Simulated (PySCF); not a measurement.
CClF2NOSi.

```xyz
7

O      0.4257     3.4553     0.0000
C      0.1546     2.3223     0.0000
N     -0.1363     1.1553     0.0000
Si    -0.3697    -0.5105     0.0000
F     -1.2183    -0.9325     1.2905
F     -1.2183    -0.9325    -1.2905
Cl     1.3956    -1.5136     0.0000
```

Coordinates come from a B3LYP-D3(BJ)/def2-SVP optimisation. This is a generated structure with no PubChem entry under its InChIKey; it may be hypothetical. One conformer was computed; it need not be the lowest.

Method: B3LYP/pcSseg-1 run with PySCF. Non-relativistic, no solvent.

Problem. Give the absolute GIAO shielding of each atom: isotropic value and principal components (ppm). (Estimate from the structure and the level; the computed values follow.)

Solution. 
```
atom  σ(iso)    σ11    σ22     σ33   span
----  ------  -----  -----  ------  -----
O1     179.3   78.2   79.8   379.8  301.6
C2      56.5  -54.2  -53.1   276.7  330.9
N3     215.6  150.6  156.4   339.8  189.2
Si4    422.1  403.6  419.0   443.7   40.2
F5     295.4  243.1  260.7   382.5  139.4
F6     295.4  243.1  260.7   382.5  139.4
Cl7    876.1  782.7  786.4  1059.2  276.5
```
